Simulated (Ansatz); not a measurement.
Total energies of CH2ClGaO.

```xyz
6

Cl   -1.6152    0.1712    1.7325
Ga   -2.3482   -0.2840   -0.3699
C     1.0029    0.0319   -0.3268
O     0.1069   -0.1933   -1.0995
H     0.8048    0.2109    0.7429
H     2.0487    0.0633   -0.6793
```

Charge 0, multiplicity 1. Correlated methods include outer-core shells of Ga, which these sets cover unevenly. Scalar relativity is left out up to krypton. The bonds changed during the relaxation, so this is another structure than the one it started from. The geometry is a stationary point of PBE0-D4/def2-TZVP. Basis def2-TZVPP, the Gaussian-basis code of Ansatz.

RPA on PBE orbitals: Hartree–Fock energy of these orbitals -2496.69513 Eh, correlation -1.23971 Eh (frozen core).

```json
{"functional": "LDA (SPW92)", "energy without D4 (Eh)": "-2494.27357", "D4 term (kJ/mol)": "–"}
{"functional": "PBE", "energy without D4 (Eh)": "-2499.08626", "D4 term (kJ/mol)": "-14.2"}
{"functional": "revPBE", "energy without D4 (Eh)": "-2499.43732", "D4 term (kJ/mol)": "-38.3"}
{"functional": "BLYP", "energy without D4 (Eh)": "-2499.74777", "D4 term (kJ/mol)": "-30.8"}
{"functional": "r2SCAN", "energy without D4 (Eh)": "-2499.58630", "D4 term (kJ/mol)": "-3.2"}
{"functional": "B97M-V", "energy without D4 (Eh)": "-2499.17950", "D4 term (kJ/mol)": "–"}
{"functional": "PBE0", "energy without D4 (Eh)": "-2499.15740", "D4 term (kJ/mol)": "-12.1"}
{"functional": "B3LYP", "energy without D4 (Eh)": "-2499.76593", "D4 term (kJ/mol)": "-23.4"}
{"functional": "r2SCANh", "energy without D4 (Eh)": "-2499.56616", "D4 term (kJ/mol)": "-3.5"}
{"functional": "r2SCAN0", "energy without D4 (Eh)": "-2499.53745", "D4 term (kJ/mol)": "-4.0"}
{"functional": "HSE06 (plane-wave form)", "energy without D4 (Eh)": "-2499.14377", "D4 term (kJ/mol)": "-11.5"}
{"functional": "BHLYP", "energy without D4 (Eh)": "-2499.60816", "D4 term (kJ/mol)": "-20.0"}
{"functional": "CAM-B3LYP", "energy without D4 (Eh)": "-2499.78132", "D4 term (kJ/mol)": "-12.6"}
{"functional": "LC-ωPBE", "energy without D4 (Eh)": "-2499.22847", "D4 term (kJ/mol)": "–"}
{"functional": "ωB97X-V", "energy without D4 (Eh)": "-2499.40492", "D4 term (kJ/mol)": "–"}
{"functional": "ωB97M-V", "energy without D4 (Eh)": "-2499.53186", "D4 term (kJ/mol)": "–"}
{"functional": "B2PLYP", "energy without D4 (Eh)": "-2499.11926", "D4 term (kJ/mol)": "–"}
{"functional": "PBE-QIDH", "energy without D4 (Eh)": "-2498.71309", "D4 term (kJ/mol)": "–"}
```

B3LYP takes the VWN-RPA correlation (the form of Gaussian; ORCA's B3LYP/G). HSE06 is the plane-wave form, built on full-range PBE exchange. The double hybrids freeze the cores in their second-order part.

LC-ωPBE has ω = 0.4 bohr⁻¹.
